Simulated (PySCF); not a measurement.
A GIAO shielding run with PySCF (density fitting, non-relativistic, gas phase) on SMILES CC#C[Si@@H]1C[SiH2][SiH2][SiH2]1, C4H12Si4:

```
$ OMP_NUM_THREADS=1 python probes_run.py task.json out

{"job": {"kind": "nmr", "xc": "PBE0", "basis": "pcSseg-1"}, "charge": 0, "multiplicity": 1}
C      4.414359    -0.075575     0.091933
C      3.021049    -0.116278    -0.294768
C      1.861436    -0.146050    -0.624290
Si     0.065676    -0.233618    -1.049466
C     -0.731186     1.436530    -0.528376
Si    -2.619003     1.401102    -0.218609
Si    -3.012090    -0.662808     0.777717
Si    -1.120026    -1.863136     0.124473
H      4.605794    -0.813252     0.871600
H      4.669815     0.914414     0.470437
H      5.046303    -0.298519    -0.767641
H      0.006641    -0.335871    -2.519805
H     -0.490749     2.203603    -1.263372
H     -0.246827     1.757770     0.396121
H     -3.291320     1.541534    -1.520238
H     -2.983219     2.601645     0.547172
H     -3.170875    -0.571636     2.236856
H     -4.278185    -1.265783     0.337665
H     -0.342206    -2.429058     1.235797
H     -1.410534    -3.034336    -0.715941
```

Hardware: 1 thread of an Arm Neoverse V1, shared host. The job also computes population analyses, field gradients, ring-centre shieldings.

**Question.** How large is the calculation?

**Answer.** 92 electrons, 224 basis functions and 1256 auxiliary functions.

**Question.** How long does it take, and how much memory does it need?

**Answer.** 47 s of wall time, with 14 SCF cycles and 5 response iterations; peak memory 1.1 GiB. Times on a shared host scatter by some tens of per cent.
